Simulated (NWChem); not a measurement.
# arsine (AsH$_{3}$); SMILES [AsH3]

Computed with NWChem. The geometry was optimised at PBE0/def2-SVP. Vertical excitations in the gas phase; the lowest state need not have the same character in each row.

Task: Order these by “lowest excitation, singlet (eV)”, lowest first: PBE/aug-cc-pVDZ, full TDDFT; Hartree-Fock/aug-cc-pVDZ, TDHF; BHandHLYP/aug-cc-pVDZ, full TDDFT; B3LYP/aug-cc-pVDZ, full TDDFT.

Result: PBE/aug-cc-pVDZ, full TDDFT (6.04), B3LYP/aug-cc-pVDZ, full TDDFT (6.25), BHandHLYP/aug-cc-pVDZ, full TDDFT (6.61), Hartree-Fock/aug-cc-pVDZ, TDHF (6.99)
